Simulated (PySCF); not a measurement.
GeS, SMILES [S]=[Ge] (connectivity only; charge and spin as stated), neutral, multiplicity 1.

Geometry: B3LYP-D3(BJ)/def2-TZVP.

These are M06-2X/def2-TZVPD (PySCF) values and carry that method's errors.

Isolated molecule, no solvent.

```yaml
total_energy: -2475.22443 hartree
point_group: C∞v
highest_occupied_level: -8.89 eV
lowest_empty_level: -1.57 eV
orbital_gap: 7.32 eV
dipole_moment: 2.48 D
quadrupole, principal values (traceless, Buckingham form, about the centre of nuclear charge): -2.54, 1.27, 1.27 D·Å
mean_static_polarisability: 53.2 bohr³ (7.89 Å³)
polarisability_principal_values: 44.0, 44.0, 71.7 bohr³
```
